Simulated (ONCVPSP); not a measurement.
## What the settings do to the ONCV potential of manganese (Mn)

Base potential:

- Element: manganese
- Generator: ONCVPSP 4.0.1
- Type: optimised norm-conserving Vanderbilt (ONCV)
- Functional: LDA (Perdew-Zunger)
- Relativity: scalar-relativistic
- Frozen core: [Ar]
- Valence charge: 7
- Reference configuration: 3d5 4s1.5 (charge +0.5)
- Partial waves: 4s: rc 2.50 bohr, ncon 4, nbas 8, qcut 3.4 1/bohr, 2 projectors, debl 3.8 Ha; p scattering state at 0.21 Ha: rc 2.25 bohr, ncon 3, nbas 6, qcut 3.5 1/bohr, 2 projectors, debl 1.9 Ha; 3d: rc 1.75 bohr, ncon 4, nbas 8, qcut 11 1/bohr, 3 projectors, debl 2.5 Ha
- Local potential: polynomial inside 1.20 bohr (lpopt 5, dvloc0 3 Ha)
- Core correction: Teter function, fcfact 2.5, rcfact 1.25

In the p channel the program set the typed energies aside and used 0.050, 1.950 Ha.

All-electron outer shells of the reference configuration (LDA (Perdew-Zunger), scalar-relativistic, ld1.x):

| shell | level (eV) | outermost node (bohr) | outermost maximum (bohr) |
| --- | --- | --- | --- |
| 3p | -58.45 | 0.31 | 0.75 |
| 3d | -10.93 | – | 0.75 |
| 4s | -8.62 | 1.05 | 2.41 |

Cutoffs, loose and tight: the cutoffs (Ha) at which the residual kinetic energy of the hardest occupied pseudo-wave falls to 1 and 0.1 mHa per electron. They do not see the model core or the augmentation charge, which bear on the density cutoff. Test errors are all-electron minus pseudo excitation energies from the reference, over the configurations 3d5 4s2; 3d5 4s1; 3d5 4s0; 3d5 4s0 4p2. A dash means not determined; rows that change the core or the reference have their own tests.

| change | outcome | cutoff, loose | cutoff, tight | bound ghosts | GHOST(+) flags above zero | largest test error (meV) |
| --- | --- | --- | --- | --- | --- | --- |
| base | generated, projector energies reset by the program | 39 Ha | 45 Ha | none | s | +13 |
| p: rc 2.14 | generated, projector energies reset by the program | 39 Ha | 45 Ha | none | s, p | +13 |
| local potential polynomial inside 1.20 bohr (lpopt 5, dvloc0 6 Ha) | generated, projector energies reset by the program | 39 Ha | 45 Ha | none | s | +13 |
| all radii but the core radius scaled by about 1.33 (s 3.32, p 2.98, d 2.32 bohr); local potential polynomial inside 1.60 bohr (lpopt 5, dvloc0 3 Ha) | generated, projector energies reset by the program | 30 Ha | 35 Ha | none | s | -3.1 |
| core correction Teter function, fcfact 2.7, rcfact 1.25 | generated, projector energies reset by the program | 39 Ha | 45 Ha | none | s | +12 |

Q: What comes out with this change to the base: functional PBE?

A: outcome: generated, projector energies reset by the program; cutoff, loose: 39 Ha; cutoff, tight: 45 Ha; bound ghosts: none; GHOST(+) flags above zero: s; largest test error (meV): +53.
